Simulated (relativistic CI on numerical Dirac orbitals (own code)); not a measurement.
# What each ingredient does to the levels of Eu XIX

Base calculation: Dirac-Coulomb-Breit CI, separate exchange-only KLI orbitals for each configuration, model QED, unscaled Slater integrals.

CI space (outside the closed core [Ar] 3d10): 4s2 4p6 4d9, 4s2 4p5 4d10, 4s2 4p6 4d8 4f, 4s 4p6 4d10, 4s2 4p5 4d9 4f, 4s2 4p6 4d8 5s, 4s2 4p6 4d8 5p, 4s 4p6 4d9 4f, 4s2 4p6 4d7 4f 5s, 4s2 4p6 4d8 5d, 4s2 4p6 4d7 5s 5p, 4s2 4p5 4d9 5s, 4s2 4p6 4d8 5f, 4s2 4p6 4d7 5s2, 4s2 4p6 4d6 4f 5s2, 4s2 4p5 4d7 4f 5s2, 4s2 4p6 4d6 5s2 5p. Double excitations out of closed p, d and f shells are left out; levels of such configurations are missing from the list, as are those of other unlisted configurations, and high levels can miss mixing partners.

Variants: (1) non-relativistic limit; (2) only the first 3 configurations. Shifts of the energy above 4s2 4p6 4d9 2D_5/2, in cm⁻¹, for the lowest level and the first level of each name with at least 55 % of one term (blank where a level changes its place among those of its configuration and J or its character, or is not in the variant):

```
                  Level     Base    Δ(1)    Δ(2)
     4s2 4p6 4d9 2D_5/2        0       0       0
     4s2 4p6 4d9 2D_3/2    49794  -49794    -410
   4s2 4p5 4d10 2P°_3/2   997625  -62623   -4045
 4s2 4p6 4d8 4f 4F°_7/2  1091903  -12130  -11238
 4s2 4p6 4d8 4f 4F°_9/2  1100246  -20473  -11354
 4s2 4p6 4d8 4f 2P°_1/2  1109030          -10967
4s2 4p6 4d8 4f 4I°_15/2  1114803   -5848  -11569
 4s2 4p6 4d8 4f 4D°_7/2  1116445  -23654  -10608
 4s2 4p6 4d8 4f 4D°_1/2  1137619          -10105
 4s2 4p6 4d8 4f 4G°_7/2  1153052          -11295
4s2 4p6 4d8 4f 2K°_13/2  1181041  -41552  -11547
4s2 4p6 4d8 4f 2K°_15/2  1186518  -47029  -11555
```

At this charge energies of transitions that change n are usually good to better than 1 %, and those within a shell (Δn = 0) to a few per cent.

Ionisation energy from the two ground configurations alone: base 552.829 eV. The NIST ASD value (theoretical) is 553 eV.

LS names give the leading component of a level, which can be under half, so a name can repeat, a term be missing and a line seem to break the LS rules.
